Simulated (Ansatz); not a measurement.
Start from `[SiH3][GaH][Cl]` and change one element to get `[Cl][GaH][GeH3]`.

Ansatz, PBE0-D4/def2-TZVP geometries, multiplicity 1. 

Scalar relativity is left out up to krypton.

```
                                        property  `[SiH3][GaH][Cl]`
             HOMO–LUMO gap (PBE/def2-TZVPP) / eV               3.80
            HOMO–LUMO gap (PBE0/def2-TZVPP) / eV               5.71
size of the dipole moment (B3LYP/def2-TZVPP) / D               2.10
           HOMO–LUMO gap (B3LYP/def2-TZVPP) / eV               5.26
         HOMO–LUMO gap (ωB97M-V/def2-TZVPP) / eV               9.49
               HOMO energy (PBE/def2-TZVPP) / eV              -6.69
```

Task: Give the same properties after the change, and the shifts. (Best estimate.)

Result: Ansatz gave: 
```json
{"property": "HOMO–LUMO gap (PBE/def2-TZVPP) / eV", "`[Cl][GaH][GeH3]`": "3.86", "shift": "0.06"}
{"property": "HOMO–LUMO gap (PBE0/def2-TZVPP) / eV", "`[Cl][GaH][GeH3]`": "5.75", "shift": "0.04"}
{"property": "size of the dipole moment (B3LYP/def2-TZVPP) / D", "`[Cl][GaH][GeH3]`": "1.99", "shift": "-0.11"}
{"property": "HOMO–LUMO gap (B3LYP/def2-TZVPP) / eV", "`[Cl][GaH][GeH3]`": "5.29", "shift": "0.03"}
{"property": "HOMO–LUMO gap (ωB97M-V/def2-TZVPP) / eV", "`[Cl][GaH][GeH3]`": "9.51", "shift": "0.02"}
{"property": "HOMO energy (PBE/def2-TZVPP) / eV", "`[Cl][GaH][GeH3]`": "-6.68", "shift": "0.01"}
```

Dipoles are sizes alone; their direction can turn.

B3LYP here is the variant with VWN-RPA as its local correlation; programs differ in this.
